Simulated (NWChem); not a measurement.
System: AlF₄ anion; SMILES [F][Al-]([F])([F])[F]

The following NWChem deck was run.

```
start job
memory heap 200 mb stack 900 mb global 1100 mb
charge -1
geometry units angstroms noautoz
  Al    -0.000000    -0.000000     0.000003
  F      1.115176    -0.972705    -0.870044
  F     -1.089702    -1.009284     0.860599
  F      0.852595     0.996866     1.107283
  F     -0.878063     0.985118    -1.097856
end
basis spherical
  Al library 6-31g*
  F library 6-31g*
end
dft
  xc b3lyp
  iterations 200
end
task dft gradient
```

Excerpt of the output:

```
             Northwest Computational Chemistry Package (NWChem) 7.3.0
             --------------------------------------------------------

 C1  symmetry detected

                             Geometry "geometry" -> ""
                             -------------------------

 Output coordinates in angstroms (scale by  1.889725989 to convert to a.u.)

  No.       Tag          Charge          X              Y              Z
 ---- ---------------- ---------- -------------- -------------- --------------
    1 Al                  13.0000    -0.00000044     0.00000096     0.00000560
    2 F                    9.0000     1.19801705    -0.67810108    -1.02551185
    3 F                    9.0000    -0.60098179    -1.21175866     1.05697775
    4 F                    9.0000     0.68999908     1.27283835     0.92223912
    5 F                    9.0000    -1.28703370     0.61702000    -0.95371311

 Effective nuclear repulsion energy (a.u.)     236.0149734947

                                 NWChem DFT Module
                                 -----------------

 Summary of "ao basis" -> "ao basis" (spherical)
 ------------------------------------------------------------------------------
       Tag                 Description            Shells   Functions and Types
 ---------------- ------------------------------  ------  ---------------------
 Al                          6-31g*                  8       18   4s3p1d
 F                           6-31g*                  6       14   3s2p1d

            General Information
            -------------------
          SCF calculation type: DFT
          Wavefunction type:  closed shell.
          No. of atoms     :     5
          No. of electrons :    50
           Alpha electrons :    25
            Beta electrons :    25
          Charge           :    -1
          Spin multiplicity:     1
          Use of symmetry is: off; symmetry adaption is: off
          Maximum number of iterations: 200
          AO basis - number of functions:    74
                     number of shells:    32
          Convergence on energy requested:  1.00D-06
          Convergence on density requested:  1.00D-05
          Convergence on gradient requested:  5.00D-04

              XC Information
              --------------
                         B3LYP Method XC Potential
                     Hartree-Fock (Exact) Exchange  0.200
                        Slater Exchange Functional  0.800 local
                    Becke 1988 Exchange Functional  0.720 non-local
              Lee-Yang-Parr Correlation Functional  0.810
                  VWN I RPA Correlation Functional  0.190 local

             Grid Information
             ----------------
          Grid used for XC integration:  medium
          Radial quadrature: Mura-Knowles
          Angular quadrature: Lebedev.
          Tag              B.-S. Rad. Rad. Pts. Rad. Cut. Ang. Pts.
          ---              ---------- --------- --------- ---------
          Al                  1.25       88           7.0       590
          F                   0.50       49           7.0       434
          Grid pruning is: on
          Number of quadrature shells:   284
          Spatial weights used:  Erf1

      Superposition of Atomic Density Guess
      -------------------------------------

 Sum of atomic energies:        -639.34797879

 Renormalizing density from      49.00 to     50

      Non-variational initial energy
      ------------------------------

 Total energy =    -646.974350
 1-e energy   =   -1391.371383
 2-e energy   =     508.382060
 HOMO         =      -0.308811
 LUMO         =       0.257060

   convergence    iter        energy       DeltaE   RMS-Dens  Diis-err
 ---------------- ----- ----------------- --------- --------- ---------
 d= 0,ls=0.0,diis     1   -642.0901920919 -8.78D+02  1.54D-02  5.57D-01
 d= 0,ls=0.0,diis     2   -642.1301826373 -4.00D-02  5.15D-03  4.03D-01
 d= 0,ls=0.0,diis     3   -642.1616021520 -3.14D-02  1.25D-03  5.15D-02
 d= 0,ls=0.0,diis     4   -642.1653836285 -3.78D-03  1.65D-04  9.84D-04
 d= 0,ls=0.0,diis     5   -642.1654589523 -7.53D-05  9.85D-06  5.65D-07
 d= 0,ls=0.0,diis     6   -642.1654590040 -5.17D-08  1.16D-06  1.30D-08

         Total DFT energy =     -642.165459004042
      One electron energy =    -1379.646937319660
           Coulomb energy =      562.611020252564
    Exchange-Corr. energy =      -61.144515431641
 Nuclear repulsion energy =      236.014973494695

 Numeric. integr. density =       50.000002892459

                       DFT Final Molecular Orbital Analysis
                       ------------------------------------

 Vector   23  Occ=2.000000D+00  E=-1.481197D-01
              MO Center= -1.2D-02,  3.3D-02,  4.9D-01, r^2= 3.1D+00
   Bfn.  Coefficient  Atom+Function         Bfn.  Coefficient  Atom+Function
  ----- ------------  ---------------      ----- ------------  ---------------
    51     -0.341104  4 F  pz                37      0.318547  3 F  pz
    55     -0.255196  4 F  pz                41      0.238320  3 F  pz
    64     -0.218135  5 F  py                36      0.210807  3 F  py
    50      0.202454  4 F  py                22     -0.195185  2 F  py
    68     -0.163197  5 F  py                40      0.157716  3 F  py

 Vector   24  Occ=2.000000D+00  E=-1.481191D-01
              MO Center= -9.6D-02, -2.6D-01, -3.0D-02, r^2= 3.3D+00
   Bfn.  Coefficient  Atom+Function         Bfn.  Coefficient  Atom+Function
  ----- ------------  ---------------      ----- ------------  ---------------
    35      0.336322  3 F  px                22      0.317035  2 F  py
    39      0.251619  3 F  px                26      0.237189  2 F  py
    64     -0.237188  5 F  py                49     -0.222765  4 F  px
    63     -0.197967  5 F  px                36     -0.186303  3 F  py
    68     -0.177453  5 F  py                53     -0.166661  4 F  px

 Vector   25  Occ=2.000000D+00  E=-1.481183D-01
              MO Center=  1.1D-01,  2.3D-01, -4.6D-01, r^2= 3.1D+00
   Bfn.  Coefficient  Atom+Function         Bfn.  Coefficient  Atom+Function
  ----- ------------  ---------------      ----- ------------  ---------------
    65     -0.316926  5 F  pz                23      0.305326  2 F  pz
    49     -0.285106  4 F  px                21      0.257976  2 F  px
    69     -0.237108  5 F  pz                27      0.228430  2 F  pz
    53     -0.213303  4 F  px                64     -0.198013  5 F  py
    25      0.193004  2 F  px                68     -0.148143  5 F  py

 Vector   26  Occ=0.000000D+00  E= 2.144484D-01
              MO Center= -5.5D-05, -5.2D-05,  6.0D-05, r^2= 5.5D+00
   Bfn.  Coefficient  Atom+Function         Bfn.  Coefficient  Atom+Function
  ----- ------------  ---------------      ----- ------------  ---------------
    10      1.529696  1 Al s                  6     -0.291976  1 Al s
    24     -0.285231  2 F  s                 38     -0.285250  3 F  s
    52     -0.285234  4 F  s                 66     -0.285235  5 F  s
     2     -0.200085  1 Al s                 20     -0.088191  2 F  s
    34     -0.088196  3 F  s                 48     -0.088192  4 F  s

 Vector   27  Occ=0.000000D+00  E= 2.662819D-01
              MO Center= -7.7D-02,  6.5D-02,  1.4D-02, r^2= 7.4D+00
   Bfn.  Coefficient  Atom+Function         Bfn.  Coefficient  Atom+Function
  ----- ------------  ---------------      ----- ------------  ---------------
    13      1.206785  1 Al pz                11     -0.261497  1 Al px
    24      0.255622  2 F  s                 38     -0.200438  3 F  s
    52     -0.170487  4 F  s                  9     -0.141357  1 Al pz
    12      0.124209  1 Al py                69     -0.122623  5 F  pz
    65     -0.119493  5 F  pz                55     -0.115764  4 F  pz

 Vector   28  Occ=0.000000D+00  E= 2.662834D-01
              MO Center=  2.2D-02, -8.2D-02, -1.1D-02, r^2= 7.4D+00
   Bfn.  Coefficient  Atom+Function         Bfn.  Coefficient  Atom+Function
  ----- ------------  ---------------      ----- ------------  ---------------
    11      1.152476  1 Al px                12      0.410988  1 Al py
    52     -0.236009  4 F  s                 66      0.223159  5 F  s
    13      0.207430  1 Al pz                38      0.151851  3 F  s
    24     -0.139027  2 F  s                  7     -0.134994  1 Al px
    39     -0.119107  3 F  px                35     -0.117451  3 F  px

     Multipole analysis of the density
     ---------------------------------

     L   x y z        total         alpha         beta         nuclear
     -   - - -        -----         -----         ----         -------
     0   0 0 0     -1.000000    -25.000000    -25.000000     49.000000

     1   1 0 0     -0.000004     -0.000002     -0.000002      0.000000
     1   0 1 0     -0.000001     -0.000000     -0.000000     -0.000000
     1   0 0 1      0.000030      0.000015      0.000015      0.000000

     2   2 0 0    -28.416433    -77.346073    -77.346073    126.275713
     2   1 1 0      0.000017      0.000009      0.000009     -0.000000
     2   1 0 1     -0.000001     -0.000001     -0.000001     -0.000000
     2   0 2 0    -28.416468    -77.346618    -77.346618    126.276768
     2   0 1 1     -0.000004     -0.000002     -0.000002      0.000000
     2   0 0 2    -28.416406    -77.345927    -77.345927    126.275448

            General Information
            -------------------
          SCF calculation type: DFT
          Wavefunction type:  closed shell.
          No. of atoms     :     5
          No. of electrons :    50
           Alpha electrons :    25
            Beta electrons :    25
          Charge           :    -1
          Spin multiplicity:     1
          Use of symmetry is: off; symmetry adaption is: off
          Maximum number of iterations: 200
          AO basis - number of functions:    74
                     number of shells:    32
          Convergence on energy requested:  1.00D-06
          Convergence on density requested:  1.00D-05
          Convergence on gradient requested:  5.00D-04

              XC Information
              --------------
                         B3LYP Method XC Potential
                     Hartree-Fock (Exact) Exchange  0.200
                        Slater Exchange Functional  0.800 local
                    Becke 1988 Exchange Functional  0.720 non-local
              Lee-Yang-Parr Correlation Functional  0.810
                  VWN I RPA Correlation Functional  0.190 local

             Grid Information
             ----------------
          Grid used for XC integration:  medium
          Radial quadrature: Mura-Knowles
          Angular quadrature: Lebedev.
          Tag              B.-S. Rad. Rad. Pts. Rad. Cut. Ang. Pts.
          ---              ---------- --------- --------- ---------
          Al                  1.25       88           7.0       590
          F                   0.50       49           7.0       434
          Grid pruning is: on
          Number of quadrature shells:   284
          Spatial weights used:  Erf1

          Convergence Information
          -----------------------
          Convergence aids based upon iterative change in
          total energy or number of iterations.
          Levelshifting, if invoked, occurs when the
          HOMO/LUMO gap drops below (HL_TOL):  1.00D-02
          DIIS, if invoked, will attempt to extrapolate
          using up to (NFOCK): 10 stored Fock matrices.

                    Damping( 0%)  Levelshifting(0.5)       DIIS
                  --------------- ------------------- ---------------
          dE  on:    start            ASAP                start
          dE off:    2 iters        200 iters           200 iters

                            NWChem DFT Gradient Module
                            --------------------------

  charge          =  -1.00
  wavefunction    = closed shell

                         DFT ENERGY GRADIENTS

    atom               coordinates                        gradient
                 x          y          z           x          y          z
   1 Al     -0.000001   0.000002   0.000011    0.000003   0.000003   0.000004
   2 F       2.263924  -1.281425  -1.937936    0.008065  -0.004567  -0.006908
   3 F      -1.135691  -2.289892   1.997398   -0.004047  -0.008158   0.007119
   4 F       1.303909   2.405316   1.742779    0.004649   0.008571   0.006207
   5 F      -2.432141   1.165999  -1.802256   -0.008669   0.004153  -0.006421
```

Level: B3LYP/6-31G* (spherical d). Sets without diffuse functions describe the anion's extra electron poorly. Coordinates come from a B3LYP/def2-SVPD optimisation.
